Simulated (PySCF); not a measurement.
PySCF input file for ReO3, SMILES [O]=[Re](=[O])=[O] (connectivity only; charge and spin as stated), neutral, multiplicity 2, TDA-CAM-B3LYP/def2-SVPD. Geometry optimised at r2SCAN-D4/def2-TZVP. The multiplicity is an assumed one; other spin states were not compared. The isomer is the one that the SMILES or the coordinates give; other isomers of the formula were not compared. The def2 effective core potentials stand for the cores of Re; spin–orbit coupling is left out.

```python
import numpy as np
from pyscf import gto, scf, dft, tdscf

mol = gto.M(
    atom='''
    Re   -0.00000000    0.00000000   -0.10172572
    O     1.43269755   -0.82716832    0.31789287
    O    -1.43269755   -0.82716831    0.31789287
    O     0.00000000    1.65433663    0.31789287
    ''',
    basis='def2-SVPD',
    ecp={'Re': 'def2-svp'},
    charge=0,
    spin=1,
    max_memory=1600,
    verbose=4,
)
mf = dft.UKS(mol, xc='cam-b3lyp').density_fit(auxbasis='def2-universal-jkfit')
mf.grids.level = 3
mf.conv_tol = 1e-9
mf.max_cycle = 100
mf.kernel()
fine, coarse = mf.grids, dft.Grids(mol).set(level=1).build(with_non0tab=True)
for _ in range(3):  # follow internal instabilities
    mf.grids = coarse
    mo, _, stable, _ = mf.stability(return_status=True, nroots=4)
    mf.grids = fine
    if stable:
        break
    mf.kernel(mf.make_rdm1(mo, mf.mo_occ))
mf.grids = dft.Grids(mol).set(level=1).build(with_non0tab=True)  # coarser grid for the response kernel
td = tdscf.TDA(mf)
td.nstates = 10
td.conv_tol = 1e-4
td.kernel(x0=td.get_init_guess(mf, 15))
td.analyze(verbose=3)
```

Output:

```
PySCF version 2.14.0

[INPUT] verbose = 4
[INPUT] num. atoms = 4
[INPUT] num. electrons = 39
[INPUT] charge = 0
[INPUT] spin (= nelec alpha-beta = 2S) = 1
[INPUT] symmetry False subgroup None
[INPUT] Mole.unit = angstrom
[INPUT] Symbol           X                Y                Z      unit          X                Y                Z       unit  Magmom
[INPUT]  1 Re     0.000000000000   0.000000000000  -0.101725720000 AA    0.000000000000   0.000000000000  -0.192233750624 Bohr   0.0
[INPUT]  2 O      1.432697550000  -0.827168320000   0.317892870000 AA    2.707405988835  -1.563121583717   0.600730461252 Bohr   0.0
[INPUT]  3 O     -1.432697550000  -0.827168310000   0.317892870000 AA   -2.707405988835  -1.563121564819   0.600730461252 Bohr   0.0
[INPUT]  4 O      0.000000000000   1.654336630000   0.317892870000 AA    0.000000000000   3.126243148536   0.600730461252 Bohr   0.0

nuclear repulsion = 147.077812601436
number of shells = 40
number of NR pGTOs = 159
number of NR cGTOs = 104
basis = def2-SVPD
ecp = {'Re': 'def2-svp'}


******** <class 'pyscf.df.df_jk.DFUKS'> ********
method = DFUKS
initial guess = minao
damping factor = 0
level_shift factor = 0
DIIS = <class 'pyscf.scf.diis.CDIIS'>
diis_start_cycle = 1
diis_space = 8
diis_damp = 0
SCF conv_tol = 1e-09
SCF conv_tol_grad = None
SCF max_cycles = 100
direct_scf = False
number electrons alpha = 20  beta = 19
XC library pyscf.dft.libxc version 7.1.2
    S. Lehtola, C. Steigemann, M. J. T. Oliveira, and M. A. L. Marques,  SoftwareX 7, 1–5 (2018)
XC functionals = cam-b3lyp
    T. Yanai, D. P. Tew, and N. C. Handy,  Chem. Phys. Lett. 393, 51 (2004)
radial grids:
    Treutler-Ahlrichs [JCP 102, 346 (1995); DOI:10.1063/1.469408] (M4) radial grids

becke partition: Becke, JCP 88, 2547 (1988); DOI:10.1063/1.454033
pruning grids: <function nwchem_prune>
grids dens level: 3
symmetrized grids: False
atomic radii adjust function: <function treutler_atomic_radii_adjust>
small_rho_cutoff = 0
Set gradient conv threshold to 3.16228e-05
tot grids = 66560
******** <class 'pyscf.df.df.DF'> ********
auxbasis = def2-universal-jkfit
Create RSH-DF object <pyscf.df.df.DF object> for omega=0.33
******** <class 'pyscf.df.df.DF'> ********
auxbasis = auxmol.basis = def2-universal-jkfit
init E= -291.14332050538
  alpha nocc = 20  HOMO = -0.431984717362962  LUMO = -0.387492877247126
  beta  nocc = 19  HOMO = -0.682284908676727  LUMO = -0.431984717362951

WARN: HOMO -0.431984717362962 >= LUMO -0.431984717362951

cycle= 1 E= -303.202916250705  delta_E= -12.1  |g|= 1.16  |ddm|= 5.64
  alpha nocc = 20  HOMO = -0.243866892624222  LUMO = -0.0922546574911554
  beta  nocc = 19  HOMO = -0.262371681508054  LUMO = -0.243010898148096

WARN: HOMO -0.243866892624222 >= LUMO -0.243010898148096

cycle= 2 E= -299.690228840971  delta_E= 3.51  |g|=  3.1  |ddm|= 3.29
  alpha nocc = 20  HOMO = -0.324589302999502  LUMO = -0.0503031424038355
  beta  nocc = 19  HOMO = -0.352258619896787  LUMO = -0.163877584480858
  HOMO = -0.324589303  LUMO = -0.163877584481  gap/eV = 4.37319
cycle= 3 E= -303.699399989557  delta_E= -4.01  |g|= 0.192  |ddm|= 2.73
  alpha nocc = 20  HOMO = -0.391534557468852  LUMO = -0.104781024433652
  beta  nocc = 19  HOMO = -0.424132035623114  LUMO = -0.186125385090541
  HOMO = -0.391534557469  LUMO = -0.186125385091  gap/eV = 5.58947
cycle= 4 E= -303.716140212487  delta_E= -0.0167  |g|= 0.0538  |ddm|= 0.271
  alpha nocc = 20  HOMO = -0.378176704312235  LUMO = -0.0822255025196209
  beta  nocc = 19  HOMO = -0.420531315934212  LUMO = -0.156591962722622
  HOMO = -0.378176704312  LUMO = -0.156591962723  gap/eV = 6.02963
cycle= 5 E= -303.717701650883  delta_E= -0.00156  |g|= 0.0105  |ddm|= 0.0859
  alpha nocc = 20  HOMO = -0.378284092834363  LUMO = -0.083377998862389
  beta  nocc = 19  HOMO = -0.424065893636748  LUMO = -0.155597572163149
  HOMO = -0.378284092834  LUMO = -0.155597572163  gap/eV = 6.05961
cycle= 6 E= -303.717817028157  delta_E= -0.000115  |g|= 0.00547  |ddm|= 0.0196
  alpha nocc = 20  HOMO = -0.37783467129875  LUMO = -0.0830490583533841
  beta  nocc = 19  HOMO = -0.424954756362918  LUMO = -0.155116236395383
  HOMO = -0.377834671299  LUMO = -0.155116236395  gap/eV = 6.06048
cycle= 7 E= -303.71785637284  delta_E= -3.93e-05  |g|= 0.0021  |ddm|= 0.0133
  alpha nocc = 20  HOMO = -0.377753909263824  LUMO = -0.083188155196437
  beta  nocc = 19  HOMO = -0.425624432369426  LUMO = -0.155244032727424
  HOMO = -0.377753909264  LUMO = -0.155244032727  gap/eV = 6.05480
cycle= 8 E= -303.717866263597  delta_E= -9.89e-06  |g|= 0.000782  |ddm|= 0.00716
  alpha nocc = 20  HOMO = -0.377745899168708  LUMO = -0.0831645299618768
  beta  nocc = 19  HOMO = -0.425737753249228  LUMO = -0.155259779512491
  HOMO = -0.377745899169  LUMO = -0.155259779512  gap/eV = 6.05416
cycle= 9 E= -303.717867178186  delta_E= -9.15e-07  |g|= 0.000999  |ddm|= 0.00201
  alpha nocc = 20  HOMO = -0.377735115701611  LUMO = -0.0831303747815657
  beta  nocc = 19  HOMO = -0.425763024335864  LUMO = -0.155262168807141
  HOMO = -0.377735115702  LUMO = -0.155262168807  gap/eV = 6.05380
cycle= 10 E= -303.717867758919  delta_E= -5.81e-07  |g|= 0.000349  |ddm|= 0.000951
  alpha nocc = 20  HOMO = -0.377736218770611  LUMO = -0.0830976731519145
  beta  nocc = 19  HOMO = -0.425829478325874  LUMO = -0.155247040361029
  HOMO = -0.377736218771  LUMO = -0.155247040361  gap/eV = 6.05424
cycle= 11 E= -303.717868093161  delta_E= -3.34e-07  |g|= 0.000106  |ddm|= 0.00132
  alpha nocc = 20  HOMO = -0.37774240008768  LUMO = -0.0830907484031512
  beta  nocc = 19  HOMO = -0.425829126358656  LUMO = -0.15523350327997
  HOMO = -0.377742400088  LUMO = -0.15523350328  gap/eV = 6.05478
cycle= 12 E= -303.717868154162  delta_E= -6.1e-08  |g|= 3.89e-05  |ddm|= 0.000649
  alpha nocc = 20  HOMO = -0.377744290849403  LUMO = -0.0830940760200026
  beta  nocc = 19  HOMO = -0.425828326485081  LUMO = -0.15523057440101
  HOMO = -0.377744290849  LUMO = -0.155230574401  gap/eV = 6.05491
cycle= 13 E= -303.717868164059  delta_E= -9.9e-09  |g|= 1.61e-05  |ddm|= 0.000269
  alpha nocc = 20  HOMO = -0.377740663156629  LUMO = -0.0830932091354774
  beta  nocc = 19  HOMO = -0.425826206764593  LUMO = -0.155226765162144
  HOMO = -0.377740663157  LUMO = -0.155226765162  gap/eV = 6.05491
cycle= 14 E= -303.71786816538  delta_E= -1.32e-09  |g|= 9.35e-06  |ddm|= 9.89e-05
  alpha nocc = 20  HOMO = -0.377742477208926  LUMO = -0.0830959376728177
  beta  nocc = 19  HOMO = -0.425827234611862  LUMO = -0.155229010078084
  HOMO = -0.377742477209  LUMO = -0.155229010078  gap/eV = 6.05490
cycle= 15 E= -303.717868165513  delta_E= -1.33e-10  |g|= 8.19e-06  |ddm|= 2.97e-05
  alpha nocc = 20  HOMO = -0.377740727197612  LUMO = -0.0830943462840018
  beta  nocc = 19  HOMO = -0.425827924941623  LUMO = -0.15522723229606
  HOMO = -0.377740727198  LUMO = -0.155227232296  gap/eV = 6.05490
Extra cycle  E= -303.717868165447  delta_E= 6.64e-11  |g|= 1.84e-05  |ddm|= 1.98e-05
converged SCF energy = -303.717868165447  <S^2> = 0.75359275  2S+1 = 2.0035895
tot grids = 24480
uhf_internal: lowest eigs of H = [0.17059981 0.17062524 0.20886765 0.21807553]
<class 'pyscf.df.df_jk.DFUKS'> wavefunction is stable in the internal stability analysis
tot grids = 24480


******** <class 'pyscf.tdscf.uks.TDA'> for <class 'pyscf.df.df_jk.DFUKS'> ********
nstates = 10
deg_eia_thresh = 1.000e-03
wfnsym = None
conv_tol = 0.0001
eigh lindep = 1e-12
eigh level_shift = 0
eigh max_cycle = 100


Excitation energies (eV)
[2.78727791 2.78730338 3.11561235 3.25253685 3.25255638 3.77735175
 3.96594013 3.96594654 4.27807061 4.43814277]

** Excitation energies and oscillator strengths **
Excited State   1:      2.78728 eV    444.82 nm  f=0.0000
Excited State   2:      2.78730 eV    444.82 nm  f=0.0000
Excited State   3:      3.11561 eV    397.94 nm  f=0.0000
Excited State   4:      3.25254 eV    381.19 nm  f=0.0042
Excited State   5:      3.25256 eV    381.19 nm  f=0.0042
Excited State   6:      3.77735 eV    328.23 nm  f=0.0021
Excited State   7:      3.96594 eV    312.62 nm  f=0.0001
Excited State   8:      3.96595 eV    312.62 nm  f=0.0001
Excited State   9:      4.27807 eV    289.81 nm  f=0.0006
Excited State  10:      4.43814 eV    279.36 nm  f=0.0001
```

Self-consistency was reached.

Cost: very roughly 60 core-seconds.
